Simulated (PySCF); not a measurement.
As⁺ (arsenic, charge +1): UHF calculation

Configuration: [Ar] 3d10 4s2 4p2, high-spin 3P determinant. All numbers are calculated (PySCF 2.14, scalar relativity by spin-free X2C-1e, in x2c-SVPall).

```json
{
 "Total energy": "-2258.276075 hartree",
 "One-electron energy": "-3133.7664 hartree",
 "Hartree (Coulomb) energy": "957.9655 hartree",
 "Exchange energy": "-82.4751 hartree",
 "⟨S²⟩": "2.0081",
 "⟨L²⟩": "2.023",
 "Sum of ⟨r⟩": "21.66 bohr",
 "Sum of ⟨r²⟩": "30.56 bohr²",
 "Traceless quadrupole moment −½Σ⟨3z² − r²⟩ along its main axis": "2.53 e·bohr²",
 "Langevin diamagnetic susceptibility": "-24.2 ×10⁻⁶ cm³/mol",
 "Time after the integrals": "0.16 s of wall time on 1 thread of Neoverse-N1 (shared host)"
}
```

| shell | electrons | mean orbital energy (hartree) | spread (hartree) | rms radius, mean of both spins (bohr) |
| --- | --- | --- | --- | --- |
| 1s α | 1 | -439.24671 | 0 | 0.0525 |
| 1s β | 1 | -439.24028 | 0 | 0.0525 |
| 2s α | 1 | -58.13005 | 0 | 0.219 |
| 2s β | 1 | -58.12791 | 0 | 0.219 |
| 2p α | 3 | -50.85462 | 0.00191 | 0.196 |
| 2p β | 3 | -50.84866 | 0.00597 | 0.196 |
| 3s α | 1 | -8.65174 | 0 | 0.640 |
| 3s β | 1 | -8.64023 | 0 | 0.640 |
| 3p α | 3 | -6.31401 | 0.00103 | 0.667 |
| 3p β | 3 | -6.29824 | 0.02104 | 0.667 |
| 3d α | 5 | -2.44352 | 0.01240 | 0.750 |
| 3d β | 5 | -2.43553 | 0.02082 | 0.750 |
| 4s α | 1 | -1.11916 | 0 | 2.06 |
| 4s β | 1 | -0.93189 | 0 | 2.06 |
| 4p α | 2 | -0.67797 | 0 | 2.51 |

Densities and radii are taken from the X2C orbitals without a picture-change correction, which distorts them close to the nucleus.
